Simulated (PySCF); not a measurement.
**Nuclear quadrupole coupling in `FCCCO[Si](F)(F)F`**

Compound: C3H6F4OSi.
Geometry (GFN2-xTB, Å), atoms numbered from 1 in this order:
```xyz
15
C3H6F4OSi angstrom
F     -2.6717    1.0152   -0.7162
C     -2.4538   -0.1957   -0.1051
C     -1.1213   -0.1865    0.6280
C      0.0391    0.0395   -0.3369
O      1.2470    0.0063    0.3946
Si     2.7741    0.1842    0.0332
F      3.1815    1.6118   -0.5132
F      3.5517   -0.0683    1.3776
F      3.3222   -0.8283   -1.0539
H     -2.4737   -0.9520   -0.8964
H     -3.2864   -0.3516    0.5869
H     -1.1175    0.6082    1.3753
H     -0.9900   -1.1414    1.1368
H      0.0603   -0.7438   -1.1021
H     -0.0660    1.0103   -0.8304
```

Field gradients from the PBE0/pcSseg-1 density (PySCF, non-relativistic), principal values in atomic units, ordered |Vxx| ≤ |Vyy| ≤ |Vzz|:

| atom | Vxx | Vyy | Vzz |
| --- | --- | --- | --- |
| O5 | -0.5602 | -1.1192 | 1.6793 |

Question: Find the asymmetry η = (Vxx − Vyy)/Vzz and the couplings χ = eQV/h (234.96 MHz × Q in barn × V in au), with Q(17O) = −0.0256 b.

Answer: 
```tsv
atom	environment	nucleus	η	χzz (MHz)	χxx (MHz)	χyy (MHz)
O5	silyl ether oxygen	17O	0.33	-10.10	3.37	6.73
```

The tensor is traceless: Vxx + Vyy + Vzz = 0.

Question: What is Vzz at O5 in SI units (1 au = 9.71736 × 10²¹ V/m²)?

Answer: 1.6793 au = 16.319 × 10²¹ V/m².

Question: What couplings would deuterons (Q(2H) = 0.00286 b) have in place of the hydrogens, at this geometry?

Answer: 
```json
{"atom": "H10", "bonded to": "C2", "bond length (Å)": "1.095", "Vzz (au)": "0.2875", "η": "0.06", "χzz (kHz)": "193"}
{"atom": "H11", "bonded to": "C2", "bond length (Å)": "1.094", "Vzz (au)": "0.2900", "η": "0.07", "χzz (kHz)": "195"}
{"atom": "H12", "bonded to": "C3", "bond length (Å)": "1.091", "Vzz (au)": "0.3018", "η": "0.03", "χzz (kHz)": "203"}
{"atom": "H13", "bonded to": "C3", "bond length (Å)": "1.090", "Vzz (au)": "0.3046", "η": "0.02", "χzz (kHz)": "205"}
{"atom": "H14", "bonded to": "C4", "bond length (Å)": "1.095", "Vzz (au)": "0.2868", "η": "0.09", "χzz (kHz)": "193"}
{"atom": "H15", "bonded to": "C4", "bond length (Å)": "1.094", "Vzz (au)": "0.2857", "η": "0.08", "χzz (kHz)": "192"}
```

One conformer (not necessarily the lowest) at the GFN2-xTB geometry, without solvent, vibrations or thermal averaging. GFN2-xTB bond lengths can be off by several hundredths of an ångström, more for odd bonds, and the gradients follow them. A larger basis could move these couplings by a tenth or more.
